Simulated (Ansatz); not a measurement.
Z-matrix (Å, degrees):
```
Ge
Si 1 2.382
O 1 1.798 2 100.0
H 1 1.544 2 114.0 3 115.9
H 1 1.544 2 115.8 3 -116.7
S 2 2.136 1 105.3 3 -36.3
H 2 1.487 1 110.3 3 85.9
H 2 1.485 1 112.0 3 -153.4
H 3 0.959 1 113.4 2 171.7
H 6 1.348 2 92.6 1 32.1
```

Charge 0, multiplicity 1.

Problem. List the PBE/def2-TZVPP orbital energies in eV (Ansatz). (An estimate is asked.)

Solution. Ansatz gave: Occupied: -10804.81, -2395.69, -1780.21, -1338.14, -1191.56, -1191.55, -1191.54, -510.24, -208.66, -162.76, -154.80, -154.73, -154.58, -137.91, -114.23, -114.17, -114.16, -94.68, -94.63, -94.61, -30.17, -30.01, -30.00, -29.95, -29.95, -24.46, -18.18, -14.36, -12.70, -11.45, -10.04, -9.19, -8.67, -8.45, -8.17, -7.25, -6.98, -6.11. Lowest empty: -1.55, -0.79, -0.55, 0.20, 0.41, 0.52, 1.04, 1.43.
